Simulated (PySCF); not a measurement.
input.py for Sn

Input:

```python
from pyscf import gto, dft

mol = gto.M(
    atom='Sn 0 0 0',
    basis='def2-svpd',
    ecp={'Sn': 'def2-svpd'},
    charge=0,
    spin=2,
    verbose=4,
)
mf = dft.ROKS(mol, xc='m06l')
mf.kernel()
mf.dip_moment()
print('orbital energies (hartree):', mf.mo_energy[..., max(0, mol.nelec[1]-3):mol.nelec[0]+3].round(4))
```

```bash
$ OMP_NUM_THREADS=1 python input.py
```

Output (some set-up lines and the per-cycle HOMO/LUMO lines with their warnings removed):

```
PySCF version 2.14.0

[INPUT] verbose = 4
[INPUT] num. atoms = 1
[INPUT] num. electrons = 22
[INPUT] charge = 0
[INPUT] spin (= nelec alpha-beta = 2S) = 2
[INPUT] symmetry False subgroup None
[INPUT] Mole.unit = angstrom
[INPUT] Symbol           X                Y                Z      unit          X                Y                Z       unit  Magmom
[INPUT]  1 Sn     0.000000000000   0.000000000000   0.000000000000 AA    0.000000000000   0.000000000000   0.000000000000 Bohr   0.0

nuclear repulsion = 0
number of shells = 12
number of NR pGTOs = 67
number of NR cGTOs = 32
basis = def2-svpd
ecp = {'Sn': 'def2-svpd'}

******** <class 'pyscf.dft.roks.ROKS'> ********
method = ROKS
initial guess = minao
damping factor = 0
level_shift factor = 0
DIIS = <class 'pyscf.scf.diis.CDIIS'>
diis_start_cycle = 1
diis_space = 8
diis_damp = 0
SCF conv_tol = 1e-09
SCF conv_tol_grad = None
SCF max_cycles = 50
direct_scf = True
direct_scf_tol = 1e-13
num. doubly occ = 10  num. singly occ = 2
XC library pyscf.dft.libxc version 7.0.0
    S. Lehtola, C. Steigemann, M. J.T. Oliveira, and M. A.L. Marques.,  SoftwareX 7, 1–5 (2018)
XC functionals = m06l
    Y. Zhao and D. G. Truhlar.,  J. Chem. Phys. 125, 194101 (2006)
    Y. Zhao and D. G. Truhlar.,  J. Chem. Phys. 125, 194101 (2006)
    Y. Zhao and D. G. Truhlar.,  Theor. Chem. Acc. 120, 215 (2008)
radial grids:
    Treutler-Ahlrichs [JCP 102, 346 (1995); DOI:10.1063/1.469408] (M4) radial grids

becke partition: Becke, JCP 88, 2547 (1988); DOI:10.1063/1.454033
pruning grids: <function nwchem_prune>
grids dens level: 3
symmetrized grids: False
atomic radii adjust function: <function treutler_atomic_radii_adjust>
small_rho_cutoff = 0
Set gradient conv threshold to 3.16228e-05
tot grids = 21960
init E= -191.996981194682

cycle= 1 E= -213.798490602871  delta_E= -21.8  |g|= 1.63  |ddm|= 5.25

cycle= 2 E= -214.036164443592  delta_E= -0.238  |g|=  1.5  |ddm|= 4.44

cycle= 3 E= -214.391440729485  delta_E= -0.355  |g|= 0.0339  |ddm|= 1.18

cycle= 4 E= -214.392325677245  delta_E= -0.000885  |g|= 0.0122  |ddm|= 0.25

cycle= 5 E= -214.39237711292  delta_E= -5.14e-05  |g|= 0.00145  |ddm|= 0.0312

cycle= 6 E= -214.39237750126  delta_E= -3.88e-07  |g|= 4.2e-05  |ddm|= 0.00122

cycle= 7 E= -214.392377502645  delta_E= -1.38e-09  |g|= 8.25e-06  |ddm|= 0.000221

cycle= 8 E= -214.392377502648  delta_E= -2.98e-12  |g|= 4.95e-06  |ddm|= 0.000119

Extra cycle  E= -214.392377502618  delta_E= 2.92e-11  |g|= 4.91e-06  |ddm|= 0.000101
converged SCF energy = -214.392377502618
Dipole moment(X, Y, Z, Debye):  0.00000, -0.00000,  0.00000
orbital energies (hartree): [-0.9634 -0.9634 -0.3829 -0.1261 -0.1233 -0.1233  0.0618  0.1039]
```

In short: E(SCF) = -214.392378 Eh, 8 cycles.

It ran on Arm Neoverse V2 (1 thread, shared host) in 1.4 s.

No search for the lowest solution was made.
